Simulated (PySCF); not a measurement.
H₆Cl₂GeO₂Si₂, SMILES [SiH3][O][Ge]([Cl])([Cl])[O][SiH3] at its B3LYP/def2-SVP optimised geometry (Å):

```
13

Si    -2.9327    -0.7220     1.2825
O     -1.2805    -1.0052     1.1654
Ge     0.0302    -1.6101     2.1552
Cl    -0.0825    -0.7631     4.1291
Cl    -0.0718    -3.7504     2.2917
O      1.5281    -1.1419     1.3999
Si     2.0072    -0.3445     0.0000
H     -3.1741     0.6407     1.8314
H     -3.5712    -1.7364     2.1685
H     -3.4933    -0.8206    -0.0906
H      1.4992     1.0561     0.0000
H      1.4977    -1.0561    -1.2056
H      3.4933    -0.3445     0.0000
```

Calculation: B3LYP/def2-TZVP (PySCF). Cells within 0.4 Å of a nucleus heavier than hydrogen are left out (blank, or x).

Map of the Laplacian of the electron density (e/bohr⁵), clipped to [-1.50, 1.50] on the plane z = 1.5 Å:

```
|4444444444444444444444444444444|
|4444444444444444444444444444444|
|4444444444444444444444444444444|
|4444444444444444444444444444444|
|4444444444444444444444444444444|
|4444444444444444444444444444444|
|4444444444444444444444444444444|
|4444444444444444444444444444444|
|4444444444444444444444444444444|
|4444444444444444444444444444444|
|4444444444444444444444444444444|
|4444455554444444444444444444444|
|4444555555444444444444444444444|
|4445554455554444445555444444444|
|4445554455555554455555544444444|
|4445554555555555555555554444444|
|4445559995566555555665555444444|
|4445559x95533655556056555444444|
|44555599955xx567651xx6554444444|
|4455544555665589954x26554444444|
|4445555555555589956665554444444|
|4445555555555556555555544444444|
|4444555555555555555555444444444|
|4444444444455555555544444444444|
|4444444444455555555544444444444|
|4444444444455554555544444444444|
|4444444444455554555544444444444|
|4444444444455555555544444444444|
|4444444444445555555444444444444|
|4444444444444555554444444444444|
|4444444444444444444444444444444|
```
Scale: ten equal steps from -1.48 (start of '0') to 1.50 (end of '9'), in the order '0123456789'; x runs from -5.50 to 5.50, y from -5.50 (bottom) to 5.50 (top).
